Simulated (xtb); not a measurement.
GaN (SMILES [N]=[Ga]), triplet, at a GFN2-xTB geometry (such geometries of metal compounds can be far from the true shape). Base run: GFN2-xTB in xtb.

Input for xtb:
```
$ xtb mol.xyz --gfn 2 --uhf 2 --json

# file mol.xyz
2

Ga    -0.00000000    -0.00000000    -0.33032633
N      0.00000000     0.00000000     1.46287374
```

The base run was repeated with changes; each row names its change, and settings that it needs were set with it.

```tsv
change	ΔE vs base (mEh)	dipole (D)	G_solv (kcal/mol)	SCF cycles
base	0.000	4.69	-	10
alpb = toluene	-7.996	4.85	-5.12	10
etemp = 10000	-62.452	3.91	-	10
file = coord	0.000	4.69	-	10
alpb = ether	-8.433	4.83	-5.38	10
acc = 30	0.000	4.69	-	8
acc = 1000	0.000	4.70	-	6
gbsa = acetonitrile	-13.381	4.95	-8.68	9
acc = 0.1	0.000	4.69	-	12
acc = 0.0001	0.000	4.69	-	15
etemp = 1000	-3.090	4.68	-	10
```

ALPB and GBSA are two models with their own fitted parameters for each solvent, which aren't always the measured dielectric constant.
